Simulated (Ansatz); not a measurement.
Reaction (ligand exchange at a Ge–Se bond): `[GeH3][SeH]` + `N=C1O[SiH2]1` → `[GeH3]/[N]=C1\O[SiH2]1` + H₂Se

Gas-phase electronic energies from Ansatz, PBE0-D4/def2-TZVP geometries. CBS: MP2 limit from def2 TZ/QZ plus the TZ coupled-cluster correction, frozen cores. DFT in def2-TZVPP. HSE06 is defined as in plane-wave codes. For Ge, Se outer-core shells are correlated without core-valence functions, which leaves a few kJ/mol of doubt a bond. Scalar relativity is left out up to krypton. Each species was taken in one conformer, which may not be the lowest.

`[GeH3][SeH]`:

Z-matrix (Å, degrees):
```
Ge
Se 1 2.357
H 1 1.536 2 110.4
H 1 1.536 2 110.4 3 121.8
H 1 1.533 2 104.9 3 -119.1
H 2 1.469 1 93.0 3 -60.2
```

`N=C1O[SiH2]1`:

```xyz
7

N    -0.410    1.250    1.439
C    -0.157    0.359    0.605
O    -0.077   -0.999    0.824
Si    0.230   -0.683   -0.818
H    -0.404    2.166    1.002
H     1.611   -0.937   -1.280
H    -0.794   -1.157   -1.772
```

`[GeH3]/[N]=C1\O[SiH2]1`:

Cartesian coordinates in Å:
```
Ge -1.732 -1.117 0.382
N -0.331 -0.745 -0.795
C 0.520 0.101 -0.496
O 0.693 0.924 0.627
Si 1.940 1.208 -0.499
H -1.176 -1.631 1.720
H -2.565 -2.206 -0.303
H -2.581 0.145 0.605
H 1.935 2.533 -1.154
H 3.297 0.787 -0.086
```

H₂Se:

Z-matrix (Å, degrees):
```
Se
H 1 1.467
H 1 1.467 2 91.2
```

(1) Is it downhill or uphill in electronic energy at CCSD(T)/CBS, and by how much? (Estimate.)

(2) What do these levels give: LDA (SPW92), r2SCANh-D4, HSE06-D4, ωB97M-V, PBE-QIDH, CCSD/def2-TZVPP? (Best estimate.)

Largest T1 diagnostic among the species: 0.017.

Results:

(1) Computed: Uphill: ΔE = +0.44 eV.

(2) Ansatz gave: LDA (SPW92) 0.50, r2SCANh-D4 0.50, HSE06-D4 0.53, ωB97M-V 0.47, PBE-QIDH 0.49, CCSD/def2-TZVPP 0.43 eV.

In def2-TZVPP, CCSD(T) changes the Hartree–Fock value by −0.09 eV (the triples alone add −0.02 eV) and MP2 by −0.10 eV. The D4 term adds −0.04 eV with B3LYP and −0.03 eV with PBE0; it sums over pairs of atoms, weighted by their polarisabilities, and B3LYP, whose exchange is more repulsive, gets the larger term. At CCSD(T), def2-SVP lies −0.09 eV from the extrapolated value and def2-TZVPP −0.04 eV.

B3LYP here is the variant with VWN-RPA as its local correlation; programs differ in this.
